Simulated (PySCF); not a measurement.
Gas-phase reaction: 2 GeHF3 + Ge2H6 + F2 ⇌ 4 GeH2F2

Method: PySCF energies plus ideal-gas RRHO corrections (1 bar). † marks an energy on the PBE0/def2-TZVP geometry and frequencies; other levels use their own. MP2 freezes the core. 6-31G* has spherical d functions here. All species are closed-shell singlets. B3LYP is the form with VWN-RPA correlation. Ge: all electrons, no relativistic terms. GeHF3, GeH2F2: computed as isolated molecules; such fragments, hydroxides, amides, oligomers or adducts are transient or little studied in the gas. MP2 isn't extrapolated to the basis-set limit; its ΔH°(298 K) is -626.2 kJ in def2-SVP and -638.3 kJ in def2-TZVPP. The harmonic model lacks anharmonicity and excited electronic states, which grow with temperature; levels with a mode under 35 cm⁻¹ are left out. Internal rotation in Ge2H6 is treated as a harmonic vibration of one conformer, which makes the entropy rough.

ΔH° and ΔS° at 298 K: B3LYP/6-31G* -568 kJ, 16 J/K; BLYP/def2-TZVP† -591 kJ, 18 J/K; HF/def2-TZVP† -686 kJ, 18 J/K; MP2/def2-TZVPP† -638 kJ, 18 J/K.

### Question
With the heat capacities included, give log10 K (1 bar) at 800, 1000, 1200, 1400, 1800 K from B3LYP/6-31G*, BLYP/def2-TZVP†, HF/def2-TZVP†, MP2/def2-TZVPP†.

### Answer
| T (K) | B3LYP/6-31G* | BLYP/def2-TZVP† | HF/def2-TZVP† | MP2/def2-TZVPP† |
|---|---|---|---|---|
| 800 | 37.7 | 39.3 | 45.6 | 42.4 |
| 1000 | 30.2 | 31.5 | 36.5 | 34.0 |
| 1200 | 25.2 | 26.3 | 30.5 | 28.4 |
| 1400 | 21.6 | 22.6 | 26.2 | 24.4 |
| 1800 | 16.8 | 17.6 | 20.4 | 19.0 |
